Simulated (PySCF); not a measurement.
A GIAO shielding run with PySCF 2.14.0 with density-fitted response routines (density fitting, non-relativistic, gas phase) on SMILES C1C(=C)[C@@H](CCC)[SiH2]1, C7H14Si:

```
$ OMP_NUM_THREADS=1 python probes_run.py task.json out

{"job": {"kind": "nmr", "xc": "PBE0", "basis": "pcSseg-1"}, "charge": 0, "multiplicity": 1}
C     -1.317869     0.862438     2.296704
C     -1.536606     0.402901     1.081364
C     -2.720487    -0.394849     0.583836
Si    -1.707666    -0.934847    -0.947167
C     -0.627647     0.430666    -0.130338
C      0.851169     0.187922     0.139985
C      1.649187     0.073015    -1.155028
C      3.133143    -0.152997    -0.892066
H     -2.039173     0.734320     3.087620
H     -0.415712     1.390419     2.556862
H     -3.569727     0.250877     0.358399
H     -3.069582    -1.147479     1.288264
H     -1.156876    -2.286160    -0.851730
H     -2.259017    -0.668641    -2.274786
H     -0.731816     1.392940    -0.643092
H      0.963910    -0.731411     0.720054
H      1.258588     1.006953     0.739365
H      1.519394     0.986491    -1.740821
H      1.250113    -0.755803    -1.746394
H      3.548947     0.673693    -0.319687
H      3.284104    -1.069072    -0.325082
H      3.683214    -0.231992    -1.827112
```

Hardware: 1 thread of an Intel Xeon, shared host. The job also computes population analyses, field gradients, ring-centre shieldings.

(1) How large is the calculation?

(2) How long does it take, and how much memory does it need?

Answers

(1) 70 electrons, 213 basis functions and 1122 auxiliary functions.

(2) 2.6 min of wall time, with 14 SCF cycles and 5 response iterations; peak memory 0.88 GiB. Times on a shared host scatter by some tens of per cent.
